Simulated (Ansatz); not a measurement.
Reaction (silylene formation by 1,1-elimination): `CO[SiH](O)Cl` → HCl + `CO[Si]O`

Calculated with Ansatz (gas phase, PBE0-D4/def2-TZVP geometries, no zero-point term in ΔE). CCSD(T)/CBS is the MP2 limit (def2-TZVPP, def2-QZVPP) plus CCSD(T) − MP2 in def2-TZVPP, frozen cores. This one scheme is used for every species. Functionals use def2-TZVPP. B3LYP here is the variant with VWN-RPA as its local correlation; programs differ in this. Each species was taken in one conformer, which may not be the lowest.

`CO[SiH](O)Cl`:

Cartesian coordinates in Å:
```
C -0.505 0.892 1.284
O -0.347 0.624 -0.093
Si 0.133 -0.777 -0.756
O 0.383 -0.558 -2.342
Cl 1.854 -1.381 0.200
H 0.422 0.698 1.833
H -0.767 1.944 1.394
H -1.306 0.284 1.716
H -0.856 -1.859 -0.618
H 0.989 0.132 -2.619
```

HCl:

Cartesian coordinates in Å:
```
Cl -0.141 0.560 0.276
H 0.141 -0.560 -0.276
```

`CO[Si]O`:

Cartesian coordinates in Å:
```
C 0.442 1.100 0.556
O -0.025 -0.177 0.179
Si -0.421 -0.596 -1.375
O -0.873 -2.157 -1.131
H -0.239 1.533 1.293
H 0.511 1.783 -0.300
H 1.432 1.007 1.007
H -0.826 -2.493 -0.229
```

CCSD(T)/CBS gives +58.8 kcal/mol.

Q: Another level gave +56.5 kcal/mol. Which?
A. B3LYP/def2-TZVPP
B. B2PLYP/def2-TZVPP
C. SCS-MP2/def2-TZVPP
D. PBE-D4/def2-TZVPP

A: B. B2PLYP 56.5, SCS-MP2/def2-TZVPP 58.9, PBE-D4 55.2, B3LYP 53.4 kcal/mol.

Largest T1 diagnostic among the species: 0.014.

From PBE to PBE0 (25 % exact exchange), in def2-TZVPP and without D4, ΔE moves by +5.0 kcal/mol. The D4 term adds +3.1 kcal/mol with B3LYP and +1.7 kcal/mol with PBE0; it sums over pairs of atoms, weighted by their polarisabilities, and B3LYP, whose exchange is more repulsive, gets the larger term.
